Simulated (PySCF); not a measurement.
Predicted microwave data (PBE0/pcSseg-1 in PySCF (dipole) on a GFN2-xTB geometry, gas phase) for one isomer of C7H8F3P:

| Property | Result |
| --- | --- |
| Rotational constants | A = 1651, B = 685.5, C = 617.5 MHz |
| Dipole components | \|μa\| = 2.15 D, \|μb\| = 1.36 D, \|μc\| = 0.14 D |
| Inertial defect | -224.90 u·Å² |
| κ | -0.87 |

**Question.** Which structure is it? (One computed conformer of each.)
A. `[CH:1]#[C:2][P:3]([CH2:4][C:5]([F:6])([F:7])[F:8])[CH:9]1[CH2:10][CH2:11]1` with C2–P3–C4–C5 -171°, C2–P3–C9–C10 -163°
B. `[CH:1]#[C:2][CH2:3][P:4]([CH2:5][CH3:6])[C:7]([F:8])=[C:9]([F:10])[F:11]` with C2–C3–P4–C5 63°, C3–P4–C5–C6 44°, C3–P4–C7–F8 10°
C. `[CH3:1][CH:2]1[CH:3]=[CH:4][P:5]([C:6]([F:7])([F:8])[F:9])[CH:10]=[CH:11]1` with C1–C2–C3–C4 -83°, C3–C4–P5–C6 -130°, C4–P5–C10–C11 34°, C1–C2–C11–C10 83°
D. `[CH2:1]=[CH:2][C:3]1=[CH:4][CH2:5][P:6]([C:7]([F:8])([F:9])[F:10])[CH2:11]1` with C1–C2–C3–C4 177°, C3–C4–C5–P6 -9°, C4–C5–P6–C7 -84°, C5–P6–C11–C3 -11°, C2–C3–C11–P6 -172°
E. `[CH2:1]=[CH:2][C:3]1=[CH:4][P:5]1[CH2:6][CH2:7][C:8]([F:9])([F:10])[F:11]` with C1–C2–C3–C4 178°, C4–P5–C6–C7 -107°, P5–C6–C7–C8 65°

**Answer.** D. It is C=CC1=CCP(C(F)(F)F)C1, an asymmetric top, point group C1. The candidates at the same level (rigid rotor, commonest isotopes):

```json
{"SMILES": "C=CC1=CP1CCC(F)(F)F", "A (MHz)": "2443", "B (MHz)": "469.7", "C (MHz)": "456.6", "μa (D)": "1.91", "μb (D)": "1.57", "μc (D)": "1.26", "Δ (u·Å²)": "-175.83", "point group": "C1", "rotor": "near-prolate asymmetric top"}
{"SMILES": "C#CP(CC(F)(F)F)C1CC1", "A (MHz)": "1325", "B (MHz)": "727.2", "C (MHz)": "539.1", "μa (D)": "1.89", "μb (D)": "0.47", "μc (D)": "1.35", "Δ (u·Å²)": "-139.14", "point group": "C1", "rotor": "asymmetric top"}
{"SMILES": "CC1C=CP(C(F)(F)F)C=C1", "A (MHz)": "2120", "B (MHz)": "634.9", "C (MHz)": "595.1", "μa (D)": "3.20", "μb (D)": "0.00", "μc (D)": "0.47", "Δ (u·Å²)": "-185.26", "point group": "Cs", "rotor": "near-prolate asymmetric top"}
{"SMILES": "C#CCP(CC)C(F)=C(F)F", "A (MHz)": "1788", "B (MHz)": "550.5", "C (MHz)": "504.5", "μa (D)": "1.22", "μb (D)": "0.84", "μc (D)": "0.88", "Δ (u·Å²)": "-198.97", "point group": "C1", "rotor": "near-prolate asymmetric top"}
{"SMILES": "C=CC1=CCP(C(F)(F)F)C1", "A (MHz)": "1651", "B (MHz)": "685.5", "C (MHz)": "617.5", "μa (D)": "2.15", "μb (D)": "1.36", "μc (D)": "0.14", "Δ (u·Å²)": "-224.90", "point group": "C1", "rotor": "asymmetric top"}
```

`CC1C=CP(C(F)(F)F)C=C1` has A 28 % too high; `C#CCP(CC)C(F)=C(F)F` has B 20 % too low; `C#CP(CC(F)(F)F)C1CC1` has A 20 % too low; `C=CC1=CP1CCC(F)(F)F` has A 48 % too high. No structure here is proved a minimum.
